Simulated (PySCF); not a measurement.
# Two-component Hartree-Fock for W⁴⁷⁺ (tungsten, charge +47)

Start: [Ar] 3d9; 3d3/2 filled at m_j = -3/2, -1/2, +1/2, +3/2; 3d5/2 filled at m_j = -3/2, -1/2, +1/2, +3/2, +5/2. Calculated with PySCF 2.14 in an uncontracted even-tempered set (15 s from 12 bohr⁻², ratio 2.8; 13 p from 15 bohr⁻², ratio 2.8; 8 d from 15 bohr⁻², ratio 2.8; 3 f from 57 bohr⁻², ratio 3): generalised Hartree-Fock with the X2C-1e Hamiltonian and a Gaussian nucleus; one run each with spin-orbit coupling (SO) switched off, then screened by Boettger's factors.

| spinor shell | electrons | ε, spin-free (eV) | ε, screened SO (eV) | weight of nominal j (screened SO) | rms radius, screened SO (bohr) |
| --- | --- | --- | --- | --- | --- |
| 1s1/2 | 2 | -72432.3 | -72411.2 | 1.000 | 0.0208 |
| 2s1/2 | 2 | -14675.4 | -14668.6 | 1.000 | 0.0837 |
| 2p1/2 | 2 | -13156.2 | -14130.5 | 1.000 | 0.0711 |
| 2p3/2 | 4 | -13156.2 | -12760.8 | 1.000 | 0.0784 |
| 3s1/2 | 2 | -5176.2 | -5174.3 | 1.000 | 0.210 |
| 3p1/2 | 2 | -4714.2 | -4943.6 | 1.000 | 0.201 |
| 3p3/2 | 4 | -4714.2 | -4619.4 | 1.000 | 0.215 |
| 3d3/2 | 4 | -4213.1 | -4254.8 | 0.997 | 0.187 |
| 3d5/2 | 5 | -4213.1 | -4183.9 | 0.997 | 0.191 |

```json
{"quantity": "E (hartree)", "spin-free": "-14496.72927", "screened SO": "-14516.06351"}
{"quantity": "M_J", "spin-free": "5/2", "screened SO": "5/2"}
{"quantity": "⟨J²⟩", "spin-free": "8.750", "screened SO": "8.750"}
{"quantity": "⟨L²⟩", "spin-free": "6.000", "screened SO": "6.061"}
{"quantity": "⟨S²⟩", "spin-free": "0.750", "screened SO": "0.811"}
```

Each row is a mean over spinors that exchange with the open shell spreads, by up to 27.030 eV (3p3/2).

Breit and QED terms are absent; they matter most for the inner s and p1/2 levels.

Densities and radii are taken from the X2C orbitals without a picture-change correction, which distorts them close to the nucleus.

Without spin-orbit coupling the j labels of p, d and f shells carry no meaning; the spin-free column gives the mean over the occupied spinors of each nl shell.
